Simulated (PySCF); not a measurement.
Cyclopentasilane, SMILES [SiH2]1[SiH2][SiH2][SiH2][SiH2]1, GFN2-xTB optimised geometry.

```
15

Si    -1.89    -2.07     1.17
Si    -1.85    -2.11    -1.17
Si    -0.43    -0.40    -1.89
Si     0.42     0.68     0.00
Si    -0.44    -0.39     1.89
H     -3.25    -1.85     1.67
H     -1.53    -3.38     1.73
H     -3.20    -1.96    -1.73
H     -1.41    -3.41    -1.67
H     -1.14     0.55    -2.77
H      0.64    -0.91    -2.74
H      0.08     2.11     0.00
H      1.89     0.68     0.00
H      0.64    -0.95     2.72
H     -1.11     0.55     2.79
```

Density from PySCF with PBE0/def2-TZVP at that geometry.

Minimum of the electron density along straight lines between bonded atoms, close to the bond critical point (lines longer than 1.1 times the sum of covalent radii, or with two minima, are not listed):

```csv
bond,length / Å,ρ at the minimum / e bohr⁻³,∇²ρ there / e bohr⁻⁵,position (fraction from the first atom)
Si1–Si2,2.336,0.092,-0.16,0.50
Si2–Si3,2.336,0.092,-0.16,0.50
Si3–Si4,2.336,0.092,-0.16,0.50
Si1–Si5,2.336,0.092,-0.16,0.50
Si4–Si5,2.336,0.092,-0.16,0.50
Si1–H6,1.468,0.121,0.20,0.49
Si1–H7,1.468,0.121,0.20,0.49
Si2–H8,1.468,0.121,0.20,0.49
Si2–H9,1.468,0.121,0.20,0.49
Si3–H10,1.468,0.121,0.20,0.49
Si3–H11,1.468,0.121,0.20,0.49
Si4–H12,1.468,0.121,0.20,0.49
Si4–H13,1.468,0.121,0.20,0.49
Si5–H14,1.468,0.121,0.20,0.49
Si5–H15,1.468,0.121,0.20,0.49
```
